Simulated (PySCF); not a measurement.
C5H7F, SMILES CC1=CC[C@@H]1F.

Coordinates come from a PBE-D3(BJ)/def2-SVP optimisation. The structure was generated by enumeration; whether it is a known compound was not checked.

Method: r2SCAN/def2-TZVP run with PySCF.

Gas-phase values at a fixed geometry.

Computed frontier levels, gap, dipole moment and polarisability:
The highest occupied level is -6.30 eV and the lowest empty level comes out as -0.78 eV. The orbital gap is 5.52 eV. The dipole moment is 1.78 D and the quadrupole, principal values (traceless, Buckingham form, about the centre of nuclear charge) comes out as -4.83, 1.13, 3.70 D·Å. The mean static polarisability is 59.9 bohr³ (8.87 Å³) and the polarisability, principal values comes out as 46.7, 59.9, 73.0 bohr³.
